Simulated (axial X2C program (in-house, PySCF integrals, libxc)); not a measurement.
Worked dissociation energy of InBr: HF, 2c

Calculated with an axial X2C code built on PySCF integrals. Two-component (2c) means X2C with spin–orbit coupling and atomic mean-field two-electron Coulomb and Gaunt terms. Basis: In dyall-cv3z [11s12p9d4f1g], Br dyall-cv3z [8s9p6d4f1g] (cores contracted in-house); Gaussian nuclei, density fitting, unrestricted open shells. Masses: In 114.904 u, Br 78.918 u.

Molecular state: Ω = 0 (closed shell).

```
E(In) (2M_J = 1) : -5875.856303 hartree
E(Br) (2M_J = 1) : -2603.606211 hartree
E(InBr) at Re    : -8479.562294 hartree
ωe               : 213.1 cm⁻¹
ωexe             : 0.525 cm⁻¹
```

Work out De and D0.

De = -5875.856303 + (-2603.606211) − (-8479.562294) = 0.09978 hartree = 2.715 eV. The zero-point energy is ωe/2 − ωexe/4 = 106 cm⁻¹ = 0.013 eV, so D0 = 2.702 eV.

One determinant describes the state; a PBE0 search over occupations chose it and may have missed a lower one. Closed shells are restricted here (equal orbitals for both partners); the stretched side of such a curve lies too high. De is counted from the lowest determinant-based energies of the atoms at the same level, without counterpoise correction.

Hartree–Fock lacks correlation and underbinds, often by eV.

Each atomic determinant is the lowest at this level and need not be a pure J level. Totals compare only within one Hamiltonian and basis.
